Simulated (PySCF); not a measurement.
PySCF 2.14 output of an unrestricted LDA calculation on a single atom or ion in aug-cc-pVTZ-PP with one added diffuse shell each of s, p, d, f, g type with ECP60MDF (7s7p6d4f3g, 113 functions), with scalar relativity through the core potential:

```
SCF conv_tol = 1e-09
number electrons alpha = 9  beta = 5
    P. A. M. Dirac.,  Math. Proc. Cambridge Philos. Soc. 26, 376 (1930)
    F. Bloch.,  Z. Phys. 57, 545 (1929)
    S. H. Vosko, L. Wilk, and M. Nusair.,  Can. J. Phys. 58, 1200 (1980)
cycle= 1 E= -57.1227103525622  delta_E= 0.0206  |g|= 0.0646  |ddm|= 5.93
cycle= 2 E= -57.121179945706  delta_E= 0.00153  |g|= 0.0946  |ddm|= 0.717
cycle= 3 E= -57.1273626353589  delta_E= -0.00618  |g|= 0.0109  |ddm|= 0.492
cycle= 4 E= -57.1275001896517  delta_E= -0.000138  |g|= 0.00104  |ddm|= 0.205
cycle= 5 E= -57.1275042842277  delta_E= -4.09e-06  |g|= 0.000157  |ddm|= 0.0513
cycle= 6 E= -57.127506892437  delta_E= -2.61e-06  |g|= 0.000145  |ddm|= 0.044
cycle= 7 E= -57.1275104861595  delta_E= -3.59e-06  |g|= 0.000137  |ddm|= 0.0627
cycle= 8 E= -57.1275211311839  delta_E= -1.06e-05  |g|= 0.000237  |ddm|= 0.726
cycle= 9 E= -57.127526800154  delta_E= -5.67e-06  |g|= 4.62e-05  |ddm|= 0.327
cycle= 10 E= -57.1275276650452  delta_E= -8.65e-07  |g|= 1.51e-05  |ddm|= 0.122
cycle= 11 E= -57.1275277106194  delta_E= -4.56e-08  |g|= 4.78e-06  |ddm|= 0.0293
cycle= 12 E= -57.1275277159527  delta_E= -5.33e-09  |g|= 1.92e-07  |ddm|= 0.00718
cycle= 13 E= -57.1275277159366  delta_E= 1.61e-11  |g|= 2.59e-07  |ddm|= 0.000411
converged SCF energy = -57.1275277159366  <S^2> = 6.9965165  2S+1 = 5.3838709
```

The run itself started from symmetry-adapted Hartree-Fock orbitals and held the occupation by maximum overlap, on a logarithmic radial grid, so the iterations belong to that start.

Which element, charge and spin multiplicity is this?

Ta⁻ (tantalum, charge -1), multiplicity 5; the state was [Xe] 4f14 5d4 6s2, high-spin 5D determinant.

Energies and moments cover only the electrons outside the core potential. Spin-orbit coupling, absent here, splits the open shell strongly. ⟨S²⟩ = 7.00 against 6.00 shows spin contamination. At LDA the highest occupied level has a positive energy, so only the finite basis holds that electron; in a semilocal or global hybrid functional this comes from self-interaction and does not mean that the real anion is unbound.
